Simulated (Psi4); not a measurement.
Torsional profile of SMILES Cl[Si](CCC(C)(C)C)(Cl)Cl (C₆H₁₃Cl₃Si), singlet. Scanned: dihedral C2–C5–C6–Si7; all other coordinates were relaxed at GFN2-xTB. Points at φ and −φ are mirror images.

Geometry of the scan point at -60° (Å):
```
23

C      1.2917     0.7562    -1.1741
C      1.0759     0.2362     0.2483
C      2.2039    -0.7486     0.5891
C      1.1493     1.3958     1.2409
C     -0.2447    -0.5503     0.3539
C     -1.5307     0.0367    -0.2509
Si    -2.2379     1.7128     0.3301
Cl    -1.4357     3.3265    -0.5994
Cl    -4.2123     1.6997    -0.1726
Cl    -2.1179     1.9453     2.3345
H      0.5649     1.5227    -1.4263
H      1.2109    -0.0550    -1.8947
H      2.2839     1.1923    -1.2643
H      2.2266    -1.5743    -0.1188
H      3.1686    -0.2482     0.5560
H      2.0657    -1.1567     1.5878
H      2.1590     1.8005     1.2575
H      0.4781     2.2016     0.9670
H      0.9007     1.0617     2.2451
H     -0.0925    -1.5155    -0.1354
H     -0.4270    -0.7525     1.4125
H     -1.4056     0.0854    -1.3356
H     -2.3126    -0.7076    -0.0792
```

Computed with Psi4 with PBE-D3(BJ)/def2-SVP // GFN2-xTB.

Scanned values (°): -165, -150, -135, -120, -105, -90, -75, -60, -45, -30, -15, 0, 15, 30, 45, 60, 75, 90, 105, 120, 135, 150, 165, 180.

**Question.** Locate the minima and the barriers on this grid.

**Answer.** Lower than their neighbours: -75° (0.057 eV), 75° (0.057 eV), 180° (0.000 eV). Higher than their neighbours: -105° (0.104 eV), 0° (0.404 eV), 105° (0.104 eV). The whole profile spans 0.404 eV.
